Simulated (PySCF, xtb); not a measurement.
In(OH)2(OSiH3) (H₅InO₃Si), SMILES [OH][In]([OH])[O][SiH3]. One conformer was computed; it need not be the lowest.

Harmonic wavenumbers (cm⁻¹) from GFN2-xTB (xtb) at its own minimum, in rising order: 33, 65, 81, 103, 131, 139, 154, 191, 343, 427, 449, 585, 594, 681, 729, 746, 779, 810, 868, 2149, 2185, 2209, 3612, 3632.

Question: What does PBE0-D3(BJ)/def2-SVP run with PySCF 2.14.0 give at its own minimum? (The exact figures need the calculation; the answer reports its results.)

Answer: 30, 50, 61, 119, 144, 149, 165, 259, 459, 600, 631, 726, 731, 796, 840, 947, 952, 994, 1003, 2204, 2209, 2235, 3892, 3895. Paired by order, the mean absolute difference is 103 cm⁻¹ and the zero-point energies are 31.0 and 34.4 kcal/mol.
